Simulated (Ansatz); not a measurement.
```yaml
atoms:
  - { symbol: B, position_ang: [0.0000, 0.0000, -0.8768] }
  - { symbol: F, position_ang: [0.0000, 0.0000, 0.4871] }
```

Basis set: def2-TZVP (spherical functions). Frozen core: 2 orbitals. Charge 0, multiplicity 1.

Computed with Ansatz (development build ahead of 0.2.0); each method stands on the lowest determinant of its kind that the runs found. Restricted open shells among the atoms or ions are ROHF, correlated in semicanonical orbitals with singles.

The atomization energy at this shape (free ground-state atoms in the same class of orbitals less the molecule, no zero-point energy) of singlet BF:

```
method  atomization energy
   RHF     135.61 kcal/mol
```

Question: What does RHF-MP2 give?

Answer: 181.63 kcal/mol. Caution: the shape is not the minimum.
